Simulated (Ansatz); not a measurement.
Geometry optimisation, Ansatz 0.2.0, RKS B3LYP-D4/def2-SVP.

The input (input.yaml):

```yaml
crystal:
  periodic: [false, false, false]
  atoms:
    - { symbol: C, position_ang: [-1.1609, 0.8076, 1.0811] }
    - { symbol: Se, position_ang: [0.0905, 1.5616, -0.1937] }
    - { symbol: C, position_ang: [-1.34576, 2.22683, -1.31272] }
    - { symbol: O, position_ang: [-0.814, 2.40026, -2.6989] }
    - { symbol: Se, position_ang: [-2.03301, 3.91224, -0.64559] }
    - { symbol: H, position_ang: [-0.6935, 0.3127, 1.8778] }
    - { symbol: H, position_ang: [-1.8915, 0.1827, 0.549] }
    - { symbol: H, position_ang: [-1.7388, 1.7115, 1.5088] }
    - { symbol: H, position_ang: [-2.16048, 1.40836, -1.37485] }
    - { symbol: H, position_ang: [-1.61953, 2.5841, -3.20955] }
    - { symbol: H, position_ang: [-3.02392, 3.14512, 0.29768] }
basis:
  gaussian: { orbitals: def2-SVP }
hamiltonian:
  xc: b3lyp
  dispersion: d4
relax:
  f_tol: 0.015
  max_steps: 40
```

Run as:

```bash
$ ansatz run input.yaml --threads 2 --pin off --max-ram 3072MiB --backend cpu --events-out ev --progress --plain --runs-dir out
```

Where does it end, and by what steps?

The run converged. The force dipped under the threshold on the way, but the program's further checks kept it going. After 27 steps the energy has fallen by 0.777 eV; H11 moved furthest, 1.61 Å.

| step | energy less start (eV) | largest force component (eV/Å) | accepted |
| --- | --- | --- | --- |
| 0 | 0.0000 | 2.814 | yes |
| 1 | -0.4610 | 1.729 | yes |
| 2 | -0.5580 | 0.378 | yes |
| 3 | -0.5913 | 0.356 | yes |
| 4 | -0.5891 | 0.648 | no |
| 5 | -0.6076 | 0.115 | yes |
| 6 | -0.6179 | 0.091 | yes |
| 7 | -0.6220 | 0.409 | yes |
| 8 | -0.6361 | 0.092 | yes |
| 9 | -0.6449 | 0.056 | yes |
| 10 | -0.6450 | 0.524 | yes |
| 11 | -0.6518 | 0.271 | yes |
| 12 | -0.6499 | 0.328 | no |
| 13 | -0.6598 | 0.218 | yes |
| 14 | -0.6641 | 0.246 | yes |
| 15 | -0.6654 | 0.189 | yes |
| 16 | -0.6683 | 0.332 | yes |
| 17 | -0.7001 | 0.557 | yes |
| 18 | -0.7168 | 0.544 | yes |
| 19 | -0.6846 | 2.162 | no |
| 20 | -0.7515 | 0.304 | yes |
| 21 | -0.7696 | 0.172 | yes |
| 22 | -0.7760 | 0.047 | yes |
| 23 | -0.7770 | 0.024 | yes |
| 24 | -0.7772 | 0.011 | yes |
| 25 | -0.7772 | 0.013 | yes |
| 26 | -0.7772 | 0.078 | no |
| 27 | -0.7773 | 0.004 | yes |

```xyz
11
Properties=species:S:1:pos:R:3
C -0.964 0.728 1.218
Se -0.050 1.333 -0.410
C -1.648 2.079 -1.349
O -1.376 2.310 -2.679
Se -2.224 3.718 -0.367
H -0.195 0.275 1.859
H -1.722 -0.029 0.970
H -1.427 1.576 1.738
H -2.452 1.334 -1.288
H -0.808 3.094 -2.744
H -3.523 3.836 -1.069
```

Time of the run: 2.2 min on 2 threads of Intel(R) Xeon(R) Platinum 8375C CPU @ 2.90GHz (Ice Lake) (shared host), peak memory 0.43 GiB.
